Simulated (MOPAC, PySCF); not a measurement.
Isomers of CH2B2. All species are isolated molecules in the gas phase. Strings in code marks are SMILES.

Quantity: vertical ionisation energy (energy after one electron is removed minus that of the parent at the parent's geometry), in eV.

Level 1: PBE-D3(BJ)/def2-TZVP // B3LYP-D3(BJ)/def2-TZVP (PySCF)
Level 2: PBE/6-31G* // B3LYP-D3(BJ)/def2-TZVP (PySCF)
Level 3: minus the HOMO energy of B3LYP/6-31G* // B3LYP-D3(BJ)/def2-TZVP (PySCF)
Level 4: minus the HOMO energy of PM3 // B3LYP-D3(BJ)/def2-TZVP (MOPAC)

| species | level 1 | level 2 | level 3 | level 4 |
|---|---|---|---|---|
| `B=C=B` | 10.05 | 9.88 | 6.99 | 11.29 |
| `B1=CB1` | 10.61 | 10.47 | 7.62 | 12.17 |
